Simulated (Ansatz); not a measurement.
Gas-phase electronic energies from Ansatz, PBE0-D4/def2-TZVP geometries. CBS: MP2 limit from def2 TZ/QZ plus the TZ coupled-cluster correction, frozen cores. This one scheme is used for every species, atoms too. For atomizations the MP2-based limit and the directly extrapolated one differ by several kJ/mol either way, and by 10 to 25 for some Ge, Se and Sn compounds, so smaller differences from it don't rank the levels. Functionals use def2-TZVPP. B3LYP here is the variant with VWN-RPA as its local correlation; programs differ in this. Open shells (•) are unrestricted, without spin–orbit coupling. Spin–orbit coupling would lower the free atoms: a little for B, C, Cl. One conformer a species, not always the lowest.

`CBCCCl` → B• + 3 C• + Cl• + 8 H•  (atomization)

`CBCCCl`:

Z-matrix (Å, degrees):
```
C
B 1 1.557
H 1 1.101 2 106.0
H 1 1.094 2 112.2 3 -113.6
H 1 1.092 2 116.5 3 119.2
C 2 1.565 1 125.8 3 -105.4
H 2 1.202 1 118.1 3 72.3
C 6 1.507 2 117.1 1 -1.9
H 6 1.099 2 107.4 1 -126.6
H 6 1.099 2 107.5 1 122.8
Cl 8 1.792 6 112.3 2 179.6
H 8 1.090 6 111.9 2 -61.4
H 8 1.090 6 112.0 2 60.6
```

```csv
level,ΔE (kcal/mol),difference from CCSD(T)/CBS
LDA (SPW92),1324.1,157.7
PBE-D4,1190.6,24.2
BLYP-D4,1162.5,-3.9
r2SCAN-D4,1175.6,9.2
PBE0-D4,1179.1,12.7
B3LYP-D4,1170.6,4.2
BHLYP-D4,1147.5,-18.9
ωB97M-V,1174.3,7.9
B3LYP,1161.6,-4.8
CAM-B3LYP,1170.1,3.7
LC-ωPBE,1168.4,2.0
MP2/def2-SVP,1127.7,-38.7
MP2/def2-TZVPP,1155.5,-10.9
SCS-MP2/def2-TZVPP,1150.6,-15.8
CCSD/def2-TZVPP,1128.0,-38.4
MP2/def2-QZVPP,1170.0,3.6
CCSD(T)/CBS,1166.4,0
```

Largest T1 diagnostic among the species: 0.014.

From r2SCAN to r2SCAN0 (25 % exact exchange), in def2-TZVPP and without D4, ΔE moves by −10.0 kcal/mol: exact exchange takes away binding that semilocal exchange gives to molecules. At CCSD(T), def2-SVP lies −47.5 kcal/mol from the extrapolated value and def2-TZVPP −24.8 kcal/mol: correlation converges slowly with the basis, and small sets miss more of it in the bonded molecule than in its fragments. In def2-TZVPP, CCSD(T) changes the Hartree–Fock value by +246.5 kcal/mol (the triples alone add +13.7 kcal/mol) and MP2 by +260.3 kcal/mol; breaking electron pairs costs correlation energy, which Hartree–Fock lacks.
